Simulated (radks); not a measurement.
Spin polarisation of the 4f4 shell in neutral neodymium. Start: [Xe] 4f(up 2, down 2) 6s2; electrons of 4f are moved from spin down to spin up, other shells keep equal spins. Calculated with a radial shooting solver on a logarithmic mesh with Libxc functionals: scalar-relativistic Kohn-Sham, PBE, spin-polarised, spherical densities, point nucleus.

moment (Bohr magnetons)  E - E(0) (eV)  e(4f up) (eV)  e(4f down) (eV)  6s down minus up (eV)  5p down minus up (eV)
0                                0.000         -1.753           -1.753                  0.000                  0.000
1                               -0.158         -2.044           -1.414                  0.044                  0.352
2                               -0.629         -2.283           -1.028                  0.089                  0.705
3                               -1.413         -2.461           -0.589                  0.137                  1.060
4                               -2.501         -2.555           -0.082                  0.189                  1.418

At moment 4 the spin-polarisation energy is -2.501 eV and the 4f exchange splitting 2.472 eV, that is 0.618 eV per Bohr magneton; E = -I m^2/4 would give I = 0.625 eV.
